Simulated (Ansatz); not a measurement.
C8H5N5, SMILES C1=CC2=NC=NC3=NC=CC(=N1)N23. Atoms are numbered in the order given.

```xyz
18

C     -1.1898     2.4295     0.0000
C      0.1912     2.3878     0.0000
C      0.8386     1.1326     0.0000
N      2.1625     1.0013     0.0000
C      2.6401    -0.2487     0.0000
N      1.9530    -1.3714     0.0000
C      0.6052    -1.2909     0.0000
N     -0.1341    -2.3802     0.0000
C     -1.4736    -2.2579     0.0000
C     -2.1413    -1.0550     0.0000
C     -1.3931     0.1490     0.0000
N     -1.9733     1.3433     0.0000
N      0.0063     0.0007     0.0000
H     -1.7075     3.3952     0.0000
H      0.8156     3.2792     0.0000
H      3.7336    -0.3439     0.0000
H     -2.0379    -3.1970     0.0000
H     -3.2266    -0.9737     0.0000
```
Charge 0, spin multiplicity 1.

Geometry optimised at B3LYP-D3(BJ)/def2-SVP.

Two levels are set side by side: PBE-D3(BJ)/def2-SVP (Ansatz, a program for electronic structure) and B3LYP-D3(BJ)/def2-SVP (Ansatz). Each level has its own optimised geometry; the coordinates shown are those of the second. Differences are taken from unrounded values.

```csv
quantity,B3LYP-D3(BJ)
mean bond length (Å),1.298
bond C1–C2 (Å),1.382
bond C1–N12 (Å),1.339
bond C2–C3 (Å),1.412
bond C3–N4 (Å),1.330
bond C3–N13 (Å),1.405
bond N4–C5 (Å),1.338
bond C5–N6 (Å),1.316
bond N6–C7 (Å),1.350
bond C7–N8 (Å),1.316
bond C7–N13 (Å),1.424
bond N8–C9 (Å),1.345
bond C9–C10 (Å),1.376
bond C10–C11 (Å),1.418
bond C11–N12 (Å),1.328
bond C11–N13 (Å),1.407
bond C1–H14 (Å),1.096
```

Task: What does PBE-D3(BJ) give, and how far is it from B3LYP-D3(BJ)? (An estimate is asked for; the answer gives what the named calculation found.)

Result: 
```
quantity              PBE-D3(BJ)  PBE-D3(BJ) minus B3LYP-D3(BJ)
--------------------  ----------  -----------------------------
mean bond length (Å)       1.305                          0.007
bond C1–C2 (Å)             1.390                          0.009
bond C1–N12 (Å)            1.344                          0.005
bond C2–C3 (Å)             1.417                          0.005
bond C3–N4 (Å)             1.340                          0.009
bond C3–N13 (Å)            1.411                          0.006
bond N4–C5 (Å)             1.344                          0.006
bond C5–N6 (Å)             1.327                          0.010
bond N6–C7 (Å)             1.355                          0.005
bond C7–N8 (Å)             1.327                          0.011
bond C7–N13 (Å)            1.431                          0.007
bond N8–C9 (Å)             1.349                          0.004
bond C9–C10 (Å)            1.385                          0.009
bond C10–C11 (Å)           1.421                          0.004
bond C11–N12 (Å)           1.338                          0.010
bond C11–N13 (Å)           1.414                          0.007
bond C1–H14 (Å)            1.104                          0.009
```

GGA bonds tend to be longer and softer than those of functionals with exact exchange. Differences between two approximate levels are no errors against the true value.
